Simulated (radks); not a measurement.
Spherical quantum dot in the effective-mass picture: electrons in a well V = -V0 / (1 + exp((r - R)/a)) with V0 = 35.1, R = 1.4, a = 0.17, all in effective atomic units (hartree* = m*/eps^2 hartree, bohr* = eps/m* bohr), one dielectric constant everywhere. Calculated with a radial shooting solver with Libxc functionals: non-relativistic Kohn-Sham, r2SCAN, spin-polarised, spherical densities, generalised Kohn-Sham scheme. Levels are named by radial order and angular momentum (1s, 1p, 1d, 2s, ...), and open shells are averaged over m. Results are scaled to m* = 0.197 and eps = 12, for which hartree* = 37.23 meV and bohr* = 3.223 nm. Each electron was tried in the lowest free levels, single moves between levels near the top were tried too, and the lowest total energy was kept; such a search can miss a lower state. The series stops at N = 20: beyond it a trial failed or the search could not be trusted, so later rows were left out. At N = 1 the Hartree and exchange-correlation terms need not cancel, so that row can carry a self-interaction error.

| N | open shells | 2S | E (meV) | mu = E(N) - E(N-1) (meV) | addition energy mu(N+1) - mu(N) (meV) | e(HOMO) (meV) | rms radius (nm) |
|---|---|---|---|---|---|---|---|
| 1 | 1s(up 1, down 0) | 1 | -1176.71 | -1176.7 | 49.92 | -1159.4 | 2.208 |
| 2 | none | 0 | -2303.50 | -1126.8 | 148.5 | -1109.6 | 2.261 |
| 3 | 1p(up 1, down 0) | 1 | -3281.83 | -978.33 | 33.74 | -961.91 | 2.437 |
| 4 | 1p(up 2, down 0) | 2 | -4226.42 | -944.59 | 35.66 | -926.93 | 2.531 |
| 5 | 1p(up 3, down 0) | 3 | -5135.34 | -908.93 | 51.56 | -890.83 | 2.593 |
| 6 | 1p(up 3, down 1) | 2 | -5992.71 | -857.37 | 32.71 | -841.35 | 2.644 |
| 7 | 1p(up 3, down 2) | 1 | -6817.37 | -824.66 | 34.35 | -807.66 | 2.685 |
| 8 | none | 0 | -7607.67 | -790.30 | 157.8 | -772.84 | 2.719 |
| 9 | 1d(up 1, down 0) | 1 | -8240.19 | -632.52 | 31.68 | -616.78 | 2.779 |
| 10 | 1d(up 2, down 0) | 2 | -8841.03 | -600.84 | 32.12 | -584.83 | 2.829 |
| 11 | 1d(up 3, down 0) | 3 | -9409.75 | -568.72 | 32.36 | -552.56 | 2.871 |
| 12 | 1d(up 4, down 0) | 4 | -9946.11 | -536.36 | 32.48 | -520.13 | 2.908 |
| 13 | 1d(up 5, down 0) | 5 | -10450.0 | -503.88 | 46.21 | -487.62 | 2.940 |
| 14 | 1d(up 5, down 1) | 4 | -10907.7 | -457.67 | 30.69 | -442.41 | 2.971 |
| 15 | 1d(up 5, down 2) | 3 | -11334.6 | -426.98 | 31.13 | -411.47 | 2.999 |
| 16 | 1d(up 5, down 3) | 2 | -11730.5 | -395.85 | 31.39 | -380.19 | 3.024 |
| 17 | 1d(up 5, down 4) | 1 | -12094.9 | -364.46 | 31.53 | -348.71 | 3.048 |
| 18 | none | 0 | -12427.9 | -332.93 | 103.1 | -317.13 | 3.070 |
| 19 | 2s(up 1, down 0) | 1 | -12657.7 | -229.79 | 42.82 | -213.61 | 3.080 |
| 20 | none | 0 | -12844.6 | -186.97 | - | -171.28 | 3.090 |

All shells are closed at N = 2, 8, 18, 20 (there: 1s2 1p6 1d10 2s2); the second difference of the energy has clear peaks (12 % above both neighbours; the first and last values, which can be the largest, are not judged, and half-filled shells can peak too) at N = 2, 5, 8, 13, 18.
